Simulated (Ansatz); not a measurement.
Ligand exchange: C2H5BrSi + C3H7Cl → C2H5ClSi + C3H7Br

Species: C2H5BrSi `C=C[SiH2]Br`, singlet; C3H7Cl (2-chloropropane) `CC(C)Cl`, singlet; C2H5ClSi `C=C[SiH2]Cl`, singlet; C3H7Br (2-bromopropane) `CC(C)Br`, singlet. The partners trade Br for Cl: Si–Br and C–Cl bonds give way to Si–Cl and C–Br.

Shapes, held fixed at every level: PBE0-D4/def2-TZVP. Flexible molecules stand in one conformer, not always the lowest. Programs: Ansatz 0.2.0. The zero-point and thermal change to 298 K, harmonic and unscaled (PBE0-D4/def2-TZVP), is -0.2 kJ/mol.

| level | kind | ΔH(298 K) (kJ/mol) | less CCSD(T)/def2-TZVPP |
| --- | --- | --- | --- |
| HF/def2-TZVPP | Hartree–Fock | -7.4 | +4.5 |
| PBE0-D4/def2-TZVPP | global hybrid | -7.1 | +4.8 |
| r2SCAN0-D4/def2-TZVPP | global hybrid | -7.8 | +4.1 |
| B2PLYP/def2-TZVPP | double hybrid | -10.6 | +1.3 |
| MP2/def2-SVP | perturbation theory | -6.2 | +5.7 |
| CCSD(T)/def2-SVP | coupled cluster or CI | -5.7 | +6.2 |
| CCSD/def2-TZVPP | coupled cluster or CI | -11.6 | +0.3 |
| CCSD(T)/def2-TZVPP | coupled cluster or CI | -11.9 | 0.0 |

The highest level, CCSD(T)/def2-TZVPP, gives ΔH(298 K) = -11.9 kJ/mol; the levels span -11.9 to -5.7. The column of differences is taken from that level and isn't an error. No measured value is set beside it here. Relativity is left out for Br unless named. Correlated rows may include outer-core shells of Br, which these sets cover unevenly.
